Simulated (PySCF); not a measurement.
A geometry optimisation on `FC[O+]([AlH3-])CF`.

Method: PBE0-D3(BJ)/def2-SVP geometry optimisation, gas phase (PySCF 2.14.0). Start geometry: GFN2-xTB. The command runs a driver script over a list of jobs; the input below is this job's line of settings and its coordinates in Å.

Command:
```bash
OMP_NUM_THREADS=1 python probes_run.py task.json out
```

Input:
```
{"job": {"xc": "PBE0", "basis": "def2-SVP", "d3": "d3bj", "grid": 1, "shake": 0.01, "kind": "geom"}, "charge": 0, "multiplicity": 1}
F     -1.488620    -1.278920    -1.049320
C     -1.073040    -0.784430     0.136670
O     -0.036390     0.097310    -0.084440
Al     1.661370    -0.548930     0.649750
C     -0.335480     1.278250    -0.736140
F     -1.135240     2.044210     0.072410
H     -0.653550    -1.619790     0.719160
H     -1.901840    -0.293120     0.634320
H      1.130420    -0.652110     2.167790
H      1.683980    -1.896040    -0.152180
H      2.448180     0.692870     0.178100
H      0.613930     1.824160    -0.874730
H     -0.907890     1.119670    -1.671720
```

Output:
```
step   0  E = -596.90326178  max force = 0.031547
step   1  E = -596.91018861  max force = 0.004878
step   2  E = -596.91068910  max force = 0.002757
step   3  E = -596.91079613  max force = 0.000879
step   4  E = -596.91082512  max force = 0.000563
step   5  E = -596.91084834  max force = 0.000716
step   6  E = -596.91086168  max force = 0.000588
step   7  E = -596.91087153  max force = 0.000690
step   8  E = -596.91087750  max force = 0.000490
step   9  E = -596.91088177  max force = 0.000773
step  10  E = -596.91088663  max force = 0.001079
step  11  E = -596.91089747  max force = 0.001132
step  12  E = -596.91091361  max force = 0.001181
step  13  E = -596.91092220  max force = 0.000629
step  14  E = -596.91092335  max force = 0.000400
optimisation converged
```

Energies in Eh; «max force» is the largest Cartesian gradient component in Eh/bohr.

Task: Give the first gradient maximum in eV/Å.

Result: With 1 Eh/bohr = 51.422 eV/Å, 1.622 eV/Å.

Task: How much energy does the optimisation release, in eV?

Result: E(step 0) − E(last step) = 0.007662 Eh, which is 0.208 eV.

Summary of the converged run: final energy -596.91092 Eh after 14 steps; dipole 3.48 D.

Time: 74 s of wall time; peak memory 0.49 GiB. Hardware: one thread, Arm Neoverse V2 (aarch64), no GPU, shared host with 192 logical CPUs at a one-minute load of 47.
Labels such as C1 count atoms from 1, the log's own numbers from 0.
